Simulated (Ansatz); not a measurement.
Geometry optimisation, RKS B3LYP-D4/def2-SVP in Ansatz.

Input file:

```yaml
crystal:
  periodic: [false, false, false]
  atoms:
    - { symbol: Zn, position_ang: [-0.7036, -0.8797, -0.4317] }
    - { symbol: Br, position_ang: [1.9522, -0.8871, -1.4008] }
    - { symbol: O, position_ang: [-2.2862, -1.065, -1.1224] }
    - { symbol: H, position_ang: [1.8736, 0.4992, 0.0323] }
    - { symbol: P, position_ang: [0.4899, 0.9495, 1.1144] }
    - { symbol: H, position_ang: [-2.4439, -1.7481, -1.7719] }
    - { symbol: H, position_ang: [0.239, 2.307, 1.1481] }
    - { symbol: H, position_ang: [0.8791, 0.8241, 2.4319] }
basis:
  gaussian: { orbitals: def2-SVP }
hamiltonian:
  xc: b3lyp
  dispersion: d4
relax:
  f_tol: 0.15
  max_steps: 25
  restrain:
    - { distance: [0, 4], at: 2.29, k: 30.0 }
    - { distance: [3, 1], at: 1.51, k: 30.0 }
    - { distance: [0, 1], at: 3.72, k: 30.0 }
    - { distance: [3, 4], at: 2.68, k: 30.0 }
```

Run as:

```bash
$ ansatz run input.yaml --threads 2 --pin off --max-ram 3072MiB --backend cpu --events-out ev --progress --plain --runs-dir out
```

Task: Where does it end, and by what steps?

Result: The forces met the threshold. The restraints hold the end off the free minimum. After 8 steps the energy has fallen by 0.746 eV (the restraints' own energy left out); H4 moved furthest, 0.92 Å. Parted: Zn1–Br2. Joined: Br2–H4.

```tsv
step	energy less start (eV)	largest force component (eV/Å)	accepted
0	0.0000	2.597	yes
1	0.5977	2.221	yes
2	0.6230	1.515	yes
3	0.3718	0.909	yes
4	0.0901	0.873	yes
5	-0.3016	1.261	yes
6	-0.5364	1.500	yes
7	-0.7366	0.653	yes
8	-0.7459	0.644	yes
```

```xyz
8
Properties=species:S:1:pos:R:3
Zn -0.976 -0.160 -0.050
Br 2.275 -0.958 -1.668
O -2.279 -1.040 -0.893
H 2.377 0.069 -0.607
P 0.578 1.063 1.108
H -1.987 -1.714 -1.523
H -0.213 2.245 1.269
H 0.225 0.495 2.365
```

Time of the run: 23 s on 2 threads of Intel(R) Xeon(R) 6975P-C (Granite Rapids) (shared host), peak memory 0.32 GiB.
